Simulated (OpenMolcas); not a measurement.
# 5s² 5p³ along the 51-electron sequence

```yaml
Program: OpenMolcas
Method: SS-CASPT2, IPEA 0.25 Eh, imaginary shift 0.1 Eh
Basis: ANO-R2
Scalar_Hamiltonian: X2C, finite nucleus
Spin-orbit_coupling: RASSI with atomic mean-field integrals over the reference wave functions, term energies averaged over their components
```

Active space for each ion: 3 electrons in 3 orbitals (5p); closed shells correlated by CASPT2: 4d 5s.

Computed levels in cm-1 above ⁴S°_3/2:

```
                                Level     Sb    Te+    I2+   Xe3+
                              ²D°_3/2  10170  11480  12740  14030
                              ²D°_5/2  11230  13280  15460  17790
                              ²P°_1/2  18540  22100  25520  29040
                              ²P°_3/2  20040  24770  29770  35250
weight of ⁴S° in the lowest level (%)     97     95     93     89
```

Measured, with the error of the calculation in %. Measured levels: Sb, Te+ from NIST Handbook of Basic Atomic Spectroscopic Data; Xe3+ from Saloman, J. Phys. Chem. Ref. Data 33, 765 (2004).

```tsv
Level	Sb	Te+	Xe3+
²D°_3/2	8512 (+19.5)	10222 (+12.3)	13267 (+5.8)
²D°_5/2	9854 (+14.0)	12422 (+6.9)	17511 (+1.6)
²P°_1/2	16395 (+13.1)	20547 (+7.6)	28036 (+3.6)
²P°_3/2	18464 (+8.5)	24032 (+3.1)	35650 (-1.1)
```

²D°_3/2 changes by a factor of 1.38 over the same range, with steps per unit of Z of +1310, +1260, +1290 cm-1.

CASPT2 does not keep the components of a term degenerate, so their means are used; among the terms shown or strongly mixed into the levels shown the widest spread is 170 cm-1 (5s² 5p³ ²D°, Te+). With the s shell closed, the reference lacks s² → p² mixing. Some terms miss by over 15 % even with CASPT2, which points to a basis or an active space too small for the shells correlated (holds for Sb). Computed and measured levels are paired by configuration, term and J; levels that our copy of the source lacks, or whose pairing is in doubt (as where it misses far off the trend of its configuration), stay unpaired and out of the deviations. Levels of configurations outside the active space are missing.

° marks odd parity.
